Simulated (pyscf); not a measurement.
Single points on ωB97X-D3(BJ)/def2-SVP structures (PySCF, gas phase). MP2 and CC: frozen core, UHF for open shells. ΔMP2 is the change of the MP2 total energy from the triple- to the quadruple-zeta basis.

SMILES: [SeH][GaH][SeH]
```xyz
6

Se     0.8579    -1.2625    -1.6722
Ga     0.1935     0.2477    -0.0631
Se     0.1239     2.4335    -0.7905
H      0.7407    -2.4028    -0.7575
H     -0.1747    -0.1712     1.3880
H     -0.3238     2.9321     0.5140
```
Charge 0, spin multiplicity 1.

Task: What is the homolytic dissociation enthalpy (298 K, CCSD(T)/def2-TZVPP + ΔMP2(QZVPP)) of the Ga–Se bond of HSe–GaH–SeH (SMILES [SeH][GaH][SeH]), to SeH• + [HGa–SeH]•?

Result: Ga–Se to SeH• + [HGa–SeH]•: 82.0 kcal/mol. The radicals are drawn with the spin at the cut bond; how far it spreads was not checked. Other isomers of [HGa–SeH]• were not searched in full and may lie lower. The CCSD(T) − MP2 part came from Ansatz, without density fitting, on the same reference. The frozen core leaves the outer d or s,p core shells of the metals and heavy elements correlated in the MP2 and CC values, and def2-TZVPP describes them poorly, which can shift differences by a few kcal/mol. Left out: the spin-orbit lowering of SeH, which is large for Br, Se, Te and I. Elements up to Kr have no core potential and no relativistic terms here.
